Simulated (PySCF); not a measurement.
Ta²⁺ (tantalum, charge +2) across methods

[Xe] 4f14 5d2 6s1, high-spin 4F determinant (an excited configuration). All numbers are calculated (PySCF 2.14, scalar relativity through the core potential, in aug-cc-pwCVTZ-PP with ECP60MDF). The B2PLYP total includes its PT2 part (frozen core); its orbital energies are those of the SCF part.

```csv
method,E (hartree),mean ε 5p β (eV),mean ε 5d α (eV),mean ε 6s α (eV),Σ⟨r²⟩ (bohr²),⟨S²⟩
r2SCAN,-56.4693,-57.192,-21.884,-20.233,31.83,3.752
PBE,-56.4579,-56.314,-21.470,-20.125,31.86,3.751
PBE0,-56.4320,-58.563,-22.910,-20.855,31.85,3.751
B97-3,-56.4517,-58.836,-22.776,-20.672,31.79,3.751
LDA,-56.2760,-56.220,-21.328,-20.405,31.96,3.750
LC-wPBE,-56.4607,-61.395,-25.619,-23.111,31.68,3.752
UHF,-55.98597,-64.119,-26.594,-22.548,32.23,3.755
```

Q: Estimate the same row for B2PLYP.

A: E (hartree) = -56.2751; mean ε 5p β (eV) = -60.687; mean ε 5d α (eV) = -24.151; mean ε 6s α (eV) = -21.432; Σ⟨r²⟩ (bohr²) = 31.98; ⟨S²⟩ = 3.752.

Energies and moments cover only the electrons outside the core potential. Spin-orbit coupling, absent here, splits the open shell strongly.
